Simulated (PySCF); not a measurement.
H₇NO₂Si₂, SMILES O([SiH2]N)[SiH2]O. Atoms are numbered in the order given.

```xyz
12

N      1.7000     1.6281    -0.2722
Si     1.5867    -0.0840    -0.1784
O      0.0665    -0.7253    -0.4689
Si    -1.4094    -0.8109     0.2746
O     -2.0573     0.6995     0.5352
H      1.6933     2.1034    -1.1690
H      1.2981     2.2153     0.4523
H      1.9880    -0.4833     1.2009
H      2.4749    -0.6497    -1.2258
H     -1.2792    -1.4034     1.6307
H     -2.2843    -1.6256    -0.6138
H     -2.3467     1.1811    -0.2484
```
Charge 0, spin multiplicity 1.

Coordinates come from a r2SCAN-D4/def2-SVP optimisation. This is a generated structure with no PubChem entry under its InChIKey; it may be hypothetical. The values are those of a single conformer.

Method: ωB97X/def2-TZVP (PySCF).

ESP charges are fitted to the potential on shells at 1.4 to 2.0 van der Waals radii. Atomic charges (e):

```json
[
 {"atom": "N1", "Löwdin": "-0.27", "IAO": "-0.87", "ESP fit": "-1.13", "Mulliken": "-0.65"},
 {"atom": "Si2", "Löwdin": "0.08", "IAO": "1.13", "ESP fit": "0.87", "Mulliken": "0.49"},
 {"atom": "O3", "Löwdin": "-0.03", "IAO": "-0.91", "ESP fit": "-0.54", "Mulliken": "-0.42"},
 {"atom": "Si4", "Löwdin": "0.05", "IAO": "1.23", "ESP fit": "0.67", "Mulliken": "0.53"},
 {"atom": "O5", "Löwdin": "-0.14", "IAO": "-0.81", "ESP fit": "-0.67", "Mulliken": "-0.55"},
 {"atom": "H6", "Löwdin": "0.16", "IAO": "0.27", "ESP fit": "0.43", "Mulliken": "0.24"},
 {"atom": "H7", "Löwdin": "0.16", "IAO": "0.27", "ESP fit": "0.43", "Mulliken": "0.25"},
 {"atom": "H8", "Löwdin": "-0.04", "IAO": "-0.17", "ESP fit": "-0.14", "Mulliken": "-0.05"},
 {"atom": "H9", "Löwdin": "-0.04", "IAO": "-0.16", "ESP fit": "-0.14", "Mulliken": "-0.05"},
 {"atom": "H10", "Löwdin": "-0.05", "IAO": "-0.17", "ESP fit": "-0.09", "Mulliken": "-0.05"},
 {"atom": "H11", "Löwdin": "-0.05", "IAO": "-0.18", "ESP fit": "-0.12", "Mulliken": "-0.06"},
 {"atom": "H12", "Löwdin": "0.18", "IAO": "0.37", "ESP fit": "0.43", "Mulliken": "0.33"}
]
```

Computed Mayer and Wiberg (Löwdin basis) orders of the bonds:
| bond | Mayer | Wiberg |
|---|---|---|
| N1–Si2 | 1.17 | 1.57 |
| Si2–O3 | 1.06 | 1.51 |
| O3–Si4 | 1.13 | 1.59 |
| Si4–O5 | 1.18 | 1.68 |
| N1–H6 | 0.92 | 0.96 |
| N1–H7 | 0.92 | 0.95 |
| Si2–H8 | 0.96 | 0.93 |
| Si2–H9 | 0.97 | 0.93 |
| Si4–H10 | 0.96 | 0.94 |
| Si4–H11 | 0.95 | 0.94 |
| O5–H12 | 0.88 | 1.02 |
